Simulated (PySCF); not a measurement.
C2Hf, SMILES [C]1[C][Hf]1 (connectivity only; charge and spin as stated), neutral, multiplicity 3.

Geometry: PBE-D3(BJ)/def2-TZVP. The multiplicity is an assumed one; other spin states were not compared. The def2 effective core potentials stand for the cores of Hf; spin–orbit coupling is left out.

The numbers are results of PySCF 2.14.0 with PBE-D3(BJ)/def2-TZVP, not measurements.

Frequencies are harmonic and unscaled.

Estimate the vibrational spectrum. (The exact figures need the calculation; the answer reports its results.)


| mode | ν (cm⁻¹) | IR (km/mol) | moving atoms (share of kinetic energy) |
|---|---|---|---|
| 1 | 318 | 0.4 | C 99 % |
| 2 | 564 | 64.4 | C 88 %, Hf 12 % |
| 3 | 1719 | 2.4 | C 100 % |
